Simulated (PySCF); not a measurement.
# C6H5F2O2: g tensor and hyperfine couplings

Compound: C6H5F2O2 (doublet state).
SMILES with atom numbers: `[CH:1]#[C:2][C:3]1[CH2:4][O:5][C@@H:6]([F:7])[O:8][C@H:9]1[F:10]` (hydrogens: H11 on C1; H12, H13 on C4; H14 on C6; H15 on C9)

Geometry (GFN2-xTB, Å), atoms numbered from 1 in this order:
```xyz
15
C6H5F2O2 angstrom
C      3.1625   -0.2426    0.6257
C      1.9825   -0.0903    0.3752
C      0.6588    0.0912    0.1051
C      0.1039    0.1374   -1.2773
O     -0.9888    1.0574   -1.3675
C     -1.9202    0.8734   -0.3979
F     -2.5395   -0.3463   -0.5817
O     -1.4521    0.9612    0.8945
C     -0.3532    0.1635    1.2050
F     -0.7973   -1.1217    1.5021
H      4.1812   -0.3766    0.8376
H     -0.2537   -0.8652   -1.5721
H      0.8426    0.4783   -2.0045
H     -2.6940    1.6447   -0.5091
H      0.0629    0.5538    2.1430
```

The hyperfine couplings belong to this conformer and change with its torsions.

Method: UKS B3LYP, pcH-1 on C F H O, non-relativistic, mean-field spin-orbit, GIAO in PySCF 2.14.0. The structure is a single GFN2-xTB conformer in the gas phase; no vibrational or solvent corrections. Couplings are sensitive to structure, and on GFN2-xTB geometries they can be far from those on DFT ones. Stability of the SCF solution: not tested.

- g1, g2, g3: 2.00231, 2.00248, 2.00298
- g_iso: 2.00259
- Form of g: rhombic: the two nearest values differ by 25 % of g3 − g1
- ⟨S²⟩: 0.7682 (exact 0.7500)
- α and β electrons: 38, 37
- HOMO–LUMO gap, α and β orbitals: 6.41, 4.66 eV
- Total energy: -581.68862 Eh
- Basis functions: 300

Isotropic coupling and dipolar principal values T1 to T3, in MHz; ρ(0) is the spin density at the nucleus:

```
atom  isotope  a_iso     T1     T2     T3  Mulliken spin population  ρ(0) (bohr⁻³)
  C1      13C   43.2  -43.5  -32.6   76.0                      0.53         0.0384
  C2      13C  -64.8  -20.6   -1.5   22.1                     -0.25        -0.0577
  C3      13C   68.4  -62.0  -60.9  122.9                      0.72         0.0608
  C4      13C  -27.5   -1.5   -0.1    1.6                     -0.05        -0.0245
  O5      17O   -1.7   -5.3    2.6    2.7                      0.01         0.0028
  C6      13C   -0.7   -0.5   -0.5    1.0                      0.00        -0.0006
  F7      19F   -0.2   -1.7   -1.1    2.8                      0.00         0.0000
  O8      17O   -0.9   -4.9    2.3    2.6                      0.01         0.0015
  C9      13C  -20.0   -1.2    0.3    0.9                     -0.03        -0.0178
 F10      19F  141.4  -72.7  -69.2  142.0                      0.03         0.0336
 H11       1H  -40.7  -19.2   -1.8   21.0                     -0.02        -0.0091
 H12       1H   94.4   -4.5   -1.7    6.2                      0.04         0.0211
 H13       1H   25.6   -3.3   -3.0    6.4                      0.01         0.0057
 H14       1H    3.0   -1.1   -1.0    2.1                      0.00         0.0007
 H15       1H    9.3   -4.0   -2.6    6.7                      0.00         0.0021
```

Largest spin populations (Mulliken): C3 (+0.72), C1 (+0.53) and C2 (-0.25). The positive populations add up to 1.35 and the negative ones to -0.35, together 2S = 1. The angles at C3 add up to 359.9°, so it is planar.

Under fast tumbling the dipolar parts average out, and these isotropic splittings remain: 1 × 19F (F10, I = 1/2, 2 lines) with 5.05 mT, 1 × 1H (H12, I = 1/2, 2 lines) with 3.37 mT, 1 × 1H (H11, I = 1/2, 2 lines) with 1.45 mT, 1 × 1H (H13, I = 1/2, 2 lines) with 0.91 mT, 1 × 1H (H15, I = 1/2, 2 lines) with 0.33 mT and 1 × 1H (H14, I = 1/2, 2 lines) with 0.11 mT.

The 13C coupling of C3 (68.4 MHz) shows only in satellite lines or after enrichment, since that isotope makes up about 1.07 % of natural carbon.

The run took 93 s of wall time (with the writing of density and orbital grids) on Arm Neoverse V2, one thread, shared host, and the process peaked at 1.0 GiB of memory.
